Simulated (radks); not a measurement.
The numbers below are computed, except where a source is named.
Question: Species: Te V. Configuration: [Ar] 3d10 4s2 4p5.5 4d10 5s2 5p0.5 (fractional occupations, a model configuration). Code: a radial shooting solver on a logarithmic mesh with Libxc functionals. Model: scalar-relativistic Kohn-Sham, LDA (Slater exchange, Perdew-Wang correlation), spin-polarised, spherical densities, finite nucleus; open shells are filled with parallel spins first (spin-orbit coupling, left out, can overturn this in heavy ions); Fermi nuclear charge, rms radius 4.7423 fm. Some entries of the table are withheld. Estimate them.

| orbital | occ. | eigenvalue (eV) | <1/r> (bohr^-1) | r(max) (bohr) |
|---|---|---|---|---|
| 1s up | 1 | -31642.62 | 55.51 | 0.01796 |
| 1s down | 1 | -31642.42 | 55.51 | 0.01796 |
| 2s up | 1 | -4895.947 | 12.71 | 0.1015 |
| 2s down | 1 | -4895.813 | 12.71 | 0.1015 |
| 2p up | 3 | -4403.130 | 12.18 | 0.08124 |
| 2p down | 3 | -4402.948 | 12.18 | 0.08124 |
| 3s up | 1 | -1013.719 | 4.538 | 0.2930 |
| 3s down | 1 | -1013.515 | 4.538 | 0.2930 |
| 3p up | 3 | -853.4422 | 4.320 | 0.2864 |
| 3p down | 3 | -853.2204 | 4.320 | 0.2864 |
| 3d up | 5 | -610.2714 | 4.087 | 0.2376 |
| 3d down | 5 | -610.0550 | 4.088 | 0.2376 |
| 4s up | 1 | -212.5387 | 1.834 | 0.6993 |
| 4s down | 1 | -211.8996 | 1.834 | 0.6993 |
| 4p up | 3 | -162.4548 | 1.679 | 0.7353 |
| 4p down | 2.5 | -161.8365 | 1.678 | 0.7355 |
| 4d up | 5 | -89.1006 | 1.399 | 0.8040 |
| 4d down | 5 | -88.5296 | 1.398 | 0.8044 |
| 5s up | 1 | -55.6559 | 0.7131 | 1.678 |
| 5s down | 1 | -55.1002 | 0.7138 | 1.677 |
| 5p up | 0.5 | -43.4930 | 0.6217 | 1.895 |
| 5p down | 0 | -42.9292 | 0.6214 | 1.895 |
| 6s up | 0 | -23.8670 | 0.3608 | 3.560 |
| 6s down | 0 | -23.6289 | 0.3576 | 3.580 |
| 4f up | 0 | -22.8747 | (1) | 1.569 |
| 4f down | 0 | -22.3694 | (2) | 1.567 |

Answer: 
(1) 4f up <1/r> (bohr^-1): 0.6500
(2) 4f down <1/r> (bohr^-1): 0.6457
